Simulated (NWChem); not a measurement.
# Correlation energy of Au₂

SMILES: [Au][Au]
```xyz
2

Au     0.0000     0.0000     1.2699
Au     0.0000     0.0000    -1.2699
```
Charge 0, spin multiplicity 1.

Everything below was run with NWChem. All single points use one geometry, from PBE0/def2-SVP with def2 effective core potentials on Au, a minimum by its harmonic frequencies.

Basis set: def2-TZVP. Each correlation energy counts from its own Hartree-Fock reference.

Effective core potentials replace the inner electrons of Au; spin-orbit coupling is left out. The correlated methods keep 8 core orbitals frozen. The structure started from a generated list of species. Coupled-cluster values serve here as a point of comparison, not as the truth.

```json
[
 {"method": "MP2", "correlation energy (mHa)": "-608.5"},
 {"method": "SCS-MP2", "correlation energy (mHa)": "[?]"},
 {"method": "CR-CCSD[T]", "correlation energy (mHa)": "[?]"},
 {"method": "CR-CCSD(T)", "correlation energy (mHa)": "[?]"},
 {"method": "CCSD", "correlation energy (mHa)": "-566.8"},
 {"method": "CCSD+T(CCSD)", "correlation energy (mHa)": "[?]"},
 {"method": "CCSD(T)", "correlation energy (mHa)": "-581.5"}
]
```

Q: Fill in the missing entries.

A: 
- SCS-MP2, correlation energy (mHa): -544.1
- CR-CCSD[T], correlation energy (mHa): -579.0
- CR-CCSD(T), correlation energy (mHa): -577.7
- CCSD+T(CCSD), correlation energy (mHa): -583.3
